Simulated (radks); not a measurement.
Coulomb parameter of the 4f shell of the erbium ion Er+ in the model configuration [Xe] 4f12 6s1, as a second difference U = [E(n + 0.25) + E(n - 0.25) - 2 E(n)] / (0.25)^2 with all orbitals relaxed. "Bare": the charge of the atom changes with n. "Screened": the 6s shell takes up the change at fixed total charge, which measures U(4f,4f) + U(6s,6s) - 2 U(4f,6s). All-electron calculation, scalar-relativistic Kohn-Sham, LDA (Slater exchange, Perdew-Wang correlation), spin-unpolarised, spherical densities, finite nucleus; Fermi nuclear charge, rms radius 5.2516 fm. Program: a radial shooting solver on a logarithmic mesh with Libxc functionals.

case	configuration	E - E(n) (eV)
start	[Xe] 4f12 6s1	0.000
bare +0.25	[Xe] 4f12.25 6s1	-2.064
bare -0.25	[Xe] 4f11.75 6s1	2.991
screened +0.25	[Xe] 4f12.25 6s0.75	-0.003
screened -0.25	[Xe] 4f11.75 6s1.25	0.376

U(bare) = 14.824 eV, U(screened by 6s) = 5.964 eV, against the Slater integral F0(4f,4f) = 31.364 eV with frozen orbitals.
